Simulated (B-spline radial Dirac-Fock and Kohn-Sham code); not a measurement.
**Run log: Pm**

ΔSCF core binding energies without Breit or QED terms, calculated with a B-spline atomic structure program. Keys: rel is the Hamiltonian (dirac, or spin-free x2c and nr, where L3 and M5 stand for the whole 2p and 3d shells), method is hf or an exchange,correlation pair (spin-unpolarised, also for the hole states), nuc the nuclear model, radius_factor scales its radius, rmax is the box in bohr, h the logarithmic mesh step, order the B-spline order, points the quadrature points per cell, c_factor scales the speed of light, and damp, ndamp, maxit and tol steer the iteration. The run stops when the commutator error falls below 10·tol·max(1, Z/10), or the numerical noise floor, and the energy has settled to about 1e-8 Ha; the virial ratio is −V/T.

Input (task.json):

```json
{"items": [{"Z": 61, "q": 0, "cfg": [[1, 0, 2], [2, 0, 2], [2, 1, 6], [3, 0, 2], [3, 1, 6], [3, 2, 10], [4, 0, 2], [4, 1, 6], [4, 2, 10], [4, 3, 5], [5, 0, 2], [5, 1, 6], [6, 0, 2]], "A": 145, "rrms": 4.962, "do": "settings", "holes": ["K", "L3", "M5"],
  "settings": [{"rel": "dirac", "method": "lda,xyz", "nuc": "fermi", "radius_factor": 1.0, "rmax": 45.0, "h": 0.3, "order": 8, "points": 10, "c_factor": 1.0, "maxit": 62, "damp": 0.5, "ndamp": 3, "tol": 1e-08}]}]}
```

Command: `python xray2_run.py task.json out`

The program stops without a result: KeyError: "LibXCFunctional: name 'XYZ' not found.".

**Question.** One setting is unsound. Which, and why?

**Answer.** method names a functional that the program does not serve. With the default settings (Dirac Hartree-Fock): The ground state converged in 13 iterations, with total energy -10022.09236 Ha, virial ratio 1.92494 and highest orbital energy -4.80 eV. ΔSCF binding energies: K (1s) 45371.2 eV, L3 (2p3/2) 6478.1 eV, M5 (3d5/2) 1033.8 eV.
